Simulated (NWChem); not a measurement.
Everything below was run with NWChem. System: H5AlN2, charge 1, spin multiplicity 2, at the geometry of a parent with another charge or spin, in a state set for the comparison that need not be this species' ground state. Its SCF solution wasn't tested for a lower state. Level: UPBE/def2-SVPD.

The NWChem input:

```
start mol
memory heap 200 mb stack 900 mb global 1100 mb
charge 1
geometry units angstroms nocenter noautoz
  Al     0.000000     0.000000    -0.478879
  H      0.000000     0.000000    -2.058676
  N      1.546957     0.000000     0.399304
  H      2.452981     0.000000    -0.059415
  H      1.676683     0.000000     1.406340
  N     -1.546957     0.000000     0.399304
  H     -1.676683     0.000000     1.406340
  H     -2.452981     0.000000    -0.059415
  symmetry group C2v
end
basis spherical
  * library def2-svpd
end
dft
  xc xpbe96 cpbe96
  odft
  mult 2
  semidirect memsize 60000000 filesize 0
  iterations 100
end
task dft energy
```

Output (cleaned and shortened):

```
             Northwest Computational Chemistry Package (NWChem) 7.3.0
             --------------------------------------------------------

                                NWChem Input Module
                                -------------------

 Scaling coordinates for geometry "geometry" by  1.889725989
 (inverse scale =  0.529177249)

 Turning off AUTOSYM since
 SYMMETRY directive was detected!

                             Geometry "geometry" -> ""
                             -------------------------

 Output coordinates in angstroms (scale by  1.889725989 to convert to a.u.)

  No.       Tag          Charge          X              Y              Z
 ---- ---------------- ---------- -------------- -------------- --------------
    1 Al                  13.0000     0.00000000     0.00000000    -0.47887900
    2 H                    1.0000     0.00000000     0.00000000    -2.05867600
    3 N                    7.0000     1.54695700     0.00000000     0.39930400
    4 H                    1.0000     2.45298100     0.00000000    -0.05941500
    5 H                    1.0000     1.67668300     0.00000000     1.40634000
    6 N                    7.0000    -1.54695700     0.00000000     0.39930400
    7 H                    1.0000    -1.67668300     0.00000000     1.40634000
    8 H                    1.0000    -2.45298100     0.00000000    -0.05941500

 Effective nuclear repulsion energy (a.u.)     100.7904415587

            Nuclear Dipole moment (a.u.)
            ----------------------------
        X                 Y               Z
 ---------------- ---------------- ----------------
    -0.0000000000     0.0000000000     0.0000056692

      Symmetry information
      --------------------

 Group name             C2v
 Group number             16
 Group order               4
 No. of unique centers     5

      Symmetry unique atoms

     1    2    3    4    5


 Summary of "ao basis" -> "" (spherical)
 ------------------------------------------------------------------------------
       Tag                 Description            Shells   Functions and Types
 ---------------- ------------------------------  ------  ---------------------
 *                         def2-svpd                  on all atoms

  pbe96 is a nonlocal functional; adding pw91lda local functional.

                                 NWChem DFT Module
                                 -----------------

 Summary of "ao basis" -> "ao basis" (spherical)
 ------------------------------------------------------------------------------
       Tag                 Description            Shells   Functions and Types
 ---------------- ------------------------------  ------  ---------------------
 Al                        def2-svpd                10       24   5s3p2d
 H                         def2-svpd                 4        8   2s2p
 N                         def2-svpd                 8       20   4s2p2d

 Summary of "ao basis" -> "ao basis" (spherical)
 ------------------------------------------------------------------------------
       Tag                 Description            Shells   Functions and Types
 ---------------- ------------------------------  ------  ---------------------
 Al                        def2-svpd                10       24   5s3p2d
 H                         def2-svpd                 4        8   2s2p
 N                         def2-svpd                 8       20   4s2p2d

      Symmetry analysis of basis
      --------------------------

        a1         42
[...]
   Bfn.  Coefficient  Atom+Function         Bfn.  Coefficient  Atom+Function
  ----- ------------  ---------------      ----- ------------  ---------------
    38      0.385605  3 N  py                74      0.385605  6 N  py
    41     -0.275989  3 N  py                77     -0.275989  6 N  py
    10     -0.155185  1 Al py                13     -0.117741  1 Al py
     7      0.095696  1 Al py                16     -0.038192  1 Al d -1
    59     -0.029866  4 H  py               103     -0.029866  8 H  py

 Vector   16  Occ=0.000000D+00  E=-4.437885D-01  Symmetry=a2
              MO Center=  8.5D-16,  3.9D-16,  3.8D-01, r^2= 3.3D+00
   Bfn.  Coefficient  Atom+Function         Bfn.  Coefficient  Atom+Function
  ----- ------------  ---------------      ----- ------------  ---------------
    38      0.422643  3 N  py                74     -0.422643  6 N  py
    41     -0.306901  3 N  py                77      0.306901  6 N  py
    15     -0.072307  1 Al d -2              20     -0.043636  1 Al d -2
    67     -0.031112  5 H  py                95      0.031112  7 H  py
    59     -0.028246  4 H  py               103      0.028246  8 H  py

 Vector   17  Occ=0.000000D+00  E=-2.161231D-01  Symmetry=b2
              MO Center= -1.3D-15, -8.0D-14, -6.2D-01, r^2= 3.6D+00
   Bfn.  Coefficient  Atom+Function         Bfn.  Coefficient  Atom+Function
  ----- ------------  ---------------      ----- ------------  ---------------
    13      0.674140  1 Al py                10      0.409575  1 Al py
    38      0.213223  3 N  py                74      0.213223  6 N  py
     7     -0.201336  1 Al py                41     -0.177553  3 N  py
    77     -0.177553  6 N  py                31      0.061049  2 H  py
    21     -0.059831  1 Al d -1              16     -0.049366  1 Al d -1

 Vector   18  Occ=0.000000D+00  E=-2.122409D-01  Symmetry=a1
              MO Center= -9.4D-14,  8.6D-14,  3.0D-01, r^2= 5.9D+00
   Bfn.  Coefficient  Atom+Function         Bfn.  Coefficient  Atom+Function
  ----- ------------  ---------------      ----- ------------  ---------------
     5      0.488151  1 Al s                 36      0.456941  3 N  s
    72      0.456941  6 N  s                 14      0.419026  1 Al pz
    35     -0.320737  3 N  s                 71     -0.320737  6 N  s
    34     -0.263709  3 N  s                 70     -0.263709  6 N  s
     4      0.249738  1 Al s                 62     -0.235326  5 H  s

   alpha - beta orbital overlaps
   -----------------------------

   alpha      1      2      3      4      5      6      7      8      9     10
    beta      1      2      3      4      5      6      7      8      9     10
 overlap   1.000  1.000  1.000  1.000  1.000  1.000  1.000  1.000  1.000  1.000

   alpha     11     12     13     14     15     16     17     18     19     20
    beta     11     12     13     15     16     14     17     18     19     20
 overlap   1.000  1.000  1.000  0.997  0.999  1.000  0.997  0.999  1.000  0.999

   alpha     21     22     23     24     25     26     27     28     29     30
    beta     21     22     23     24     25     26     27     28     29     30
 overlap   0.999  0.999  1.000  1.000  0.999  0.998  0.999  1.000  0.998  0.998

   alpha     31     32     33     34     35     36     37     38     39     40
    beta     31     32     33     35     34     36     37     38     39     40
 overlap   0.999  0.999  0.999  0.999  0.997  0.996  0.998  1.000  0.999  0.998

   alpha     41     42     43     44     45     46     47     48     49     50
    beta     41     42     43     44     45     46     47     48     49     50
 overlap   0.999  1.000  0.991  0.994  0.996  0.999  0.999  0.999  0.999  0.999

   alpha     51     52     53     54     55     56     57     58     59     60
    beta     51     52     53     54     55     56     57     58     59     60
 overlap   1.000  0.999  1.000  0.998  0.999  1.000  1.000  1.000  0.999  1.000

   alpha     61     62     63     64     65     66     67     68     69     70
    beta     61     62     63     64     66     65     69     70     67     68
 overlap   0.999  1.000  0.999  0.998  0.998  1.000  0.999  0.999  1.000  1.000

   alpha     71     72     73     74     75     76     77     78     79     80
    beta     71     72     73     74     75     76     77     78     79     80
 overlap   0.999  1.000  1.000  1.000  1.000  1.000  1.000  1.000  1.000  1.000

   alpha     81     82     83     84     85     86     87     88     89     90
    beta     81     82     83     84     85     86     87     88     89     90
 overlap   1.000  0.999  1.000  1.000  0.999  1.000  1.000  1.000  1.000  1.000

   alpha     91     92     93     94     95     96     97     98     99    100
    beta     91     92     93     94     95     96     97     98     99    100
 overlap   1.000  0.996  0.999  0.995  1.000  1.000  1.000  1.000  1.000  0.999

   alpha    101    102    103    104
    beta    101    102    103    104
 overlap   0.999  0.999  1.000  1.000

     --------------------------
     Expectation value of S2:
     --------------------------
      <S2> =      0.7576 (Exact =     0.7500)

 center of mass
 --------------
 x =  -0.00000000 y =   0.00000000 z =  -0.03455977

 moments of inertia (a.u.)
 ------------------
          67.485375564546           0.000000000000           0.000000000000
           0.000000000000         370.367865882108           0.000000000000
           0.000000000000           0.000000000000         302.882490317561

     Multipole analysis of the density
     ---------------------------------

     L   x y z        total         alpha         beta         nuclear
     -   - - -        -----         -----         ----         -------
     0   0 0 0      1.000000    -16.000000    -15.000000     32.000000

     1   1 0 0      0.000000     -0.000000      0.000000     -0.000000
     1   0 1 0      0.000000      0.000000      0.000000      0.000000
     1   0 0 1      0.823942      0.025502      0.798435      0.000006

     2   2 0 0     -4.412355    -98.211930    -88.895457    182.695032
     2   1 1 0     -0.000000     -0.000000      0.000000      0.000000
     2   1 0 1     -0.000000     -0.000000     -0.000000     -0.000000
     2   0 2 0    -16.943128     -9.178382     -7.764745      0.000000
     2   0 1 1     -0.000000     -0.000000     -0.000000      0.000000
     2   0 0 2    -14.640882    -31.713541    -30.830417     47.903076

 Task  times  cpu:        2.6s     wall:        2.6s

 Total times  cpu:        2.6s     wall:        2.6s
```
